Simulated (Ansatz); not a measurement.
Ansatz (a quantum-chemistry and plane-wave program) input (CCSD(T)/aug-cc-pV(D+d)Z):
A basis named .json is the Basis Set Exchange file of that set.

Ansatz 0.2 input:
```yaml
crystal:
  periodic: [false, false, false]
  atoms:
    - {symbol: B, position_ang: [-1.16156737, 0.43630842, 0.02571076]}
    - {symbol: Cl, position_ang: [0.46529914, -0.11147966, -0.00413971]}
    - {symbol: H, position_ang: [-2.10224853, -0.28638796, -0.05817867]}
basis:
  gaussian:
    orbitals: aug-cc-pV_D+d_Z.json
magnetization: {spin_polarized: true, initial_magnetization: 1}
correlation: {method: ccsd_t, electrons: outside_noble_gas}
output: {forces: true}
```

Output:

```
Functional definition: HF
integrals: 0.06 GiB planned
613 factors; integrals over basis functions are off by at most 9.1e-4 eV
mean field: 0.14 GiB planned
mean field evaluation 1: about -13189.4509 eV, gradient 8.3e0 eV
mean field evaluation 2: about -13189.4568 eV, gradient 8.3e0 eV
mean field evaluation 4: about -13190.4169 eV, gradient 1.7e0 eV
mean field evaluation 8: about -13190.4680 eV, gradient 2.5e-3 eV
mean field evaluation 16: about -13190.4579 eV, gradient 2.8e-1 eV
mean field evaluation 32: about -13188.5367 eV, gradient 2.9e-1 eV
mean field -13190.46796941 eV, -484.7407570554 hartree, gradient 6.1e-6 eV, S^2 0.754860; 1 other end points of the search recorded, 0 dependent functions left out
determinant -13190.46796941 eV, -484.7407570554 hartree, with singles and doubles -13196.95626236 eV, -484.9791974233 hartree
determinant -13188.53859697 eV, -484.6698539262 hartree, with singles and doubles -13195.20862366 eV, -484.9149728859 hartree
6 core orbitals not correlated
reference -13190.46796941 eV, -484.7407570554 hartree; 6, 5 occupied and 52, 53 virtual orbitals, 613 factors
densities: 0.28 GiB planned
second order -5.79133325 eV of doubles, -0.00000000 eV of singles
coupled cluster: 0.22 GiB planned
cycle   1  -6.47927336 eV  change   -1.6e-1 eV  update   1.7e-2
cycle   2  -6.49183605 eV  change   -1.3e-2 eV  update   5.2e-3
cycle   3  -6.49400764 eV  change   -2.2e-3 eV  update   2.2e-3
cycle   4  -6.49498794 eV  change   -9.8e-4 eV  update   8.5e-4
cycle   5  -6.49511379 eV  change   -1.3e-4 eV  update   3.5e-4
cycle   6  -6.49525657 eV  change   -1.4e-4 eV  update   1.3e-4
cycle   7  -6.49527423 eV  change   -1.8e-5 eV  update   4.8e-5
cycle   8  -6.49527870 eV  change   -4.5e-6 eV  update   1.8e-5
cycle   9  -6.49527765 eV  change    1.1e-6 eV  update   6.5e-6
cycle  10  -6.49527720 eV  change    4.5e-7 eV  update   2.2e-6
cycle  11  -6.49527750 eV  change   -3.0e-7 eV  update   8.1e-7
perturbative correction -0.20692769 eV, -0.0076044523 hartree
the calculation of the forces begins
mean field evaluation 64: about -13190.4680 eV, gradient 6.1e-6 eV
Total energy: -13197.17017459 eV, -484.9870585529 hartree
Atom 0 at    -1.161567     0.436308     0.025711 Å, force    -0.215720     0.441220     0.039826 eV/Å
Atom 1 at     0.465299    -0.111480    -0.004140 Å, force     0.536675    -0.185810    -0.010344 eV/Å
Atom 2 at    -2.102249    -0.286388    -0.058179 Å, force    -0.320955    -0.255409    -0.029482 eV/Å
Dipole moment:    -0.038878    -0.093843    -0.009693 e Å
```

It need not be the lowest isomer of its formula.
